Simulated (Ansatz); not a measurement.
Basis-set extrapolation for C2H8O3Si2, SMILES `C=C[SiH](O)[SiH](O)O` (PBE0-D4/def2-TZVP geometry, frozen core, the Gaussian-basis code of Ansatz). Multiplicity 1, RHF reference.

|  | def2-TZVPP | def2-QZVPP |
| --- | --- | --- |
| HF | -883.140293 | -883.173366 |
| MP2 correlation | -1.279330 | -1.378789 |
| CCSD(T) correlation | -1.378196 | not run |

Energies in hartree. Use E(X) = E(∞) + A·exp(−7.88·√X) for Hartree–Fock and E(X) = E(∞) + B·X^(−2.97) for correlation, with X = 3 and 4, and add CCSD(T) minus MP2 of the smaller set to the MP2 limit.

Task: What is the CCSD(T) energy at the basis-set limit?

Result: HF limit: -883.173366 + (-0.033073) × 0.13774 = -883.17792. MP2 limit: -1.378789 + (-0.099459) × 0.74074 = -1.45246. Higher-order term: -1.378196 − (-1.279330) = -0.09887. Total: -884.72925 hartree, 553.4 kJ/mol below CCSD(T)/def2-TZVPP.
